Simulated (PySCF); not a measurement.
A structure optimised at PBE-D3(BJ)/def2-SVP, used in a PySCF frequency run:

```xyz
6

F      1.9149    -0.6981     0.0000
C      0.5864    -0.6586     0.0000
Cl    -0.1690    -2.2003     0.0000
C     -0.0862     0.5214     0.0000
Cl    -1.8069     0.6051     0.0000
Cl     0.7856     2.0132     0.0000
```
Charge 0, spin multiplicity 1.

Question: Write its SMILES, formula and point group.

Answer: FC(Cl)=C(Cl)Cl, C2Cl3F, Cs

Question: What are its rotational constants (standard atomic weights)?

Answer: 2.3782, 1.4605, 0.90484 GHz
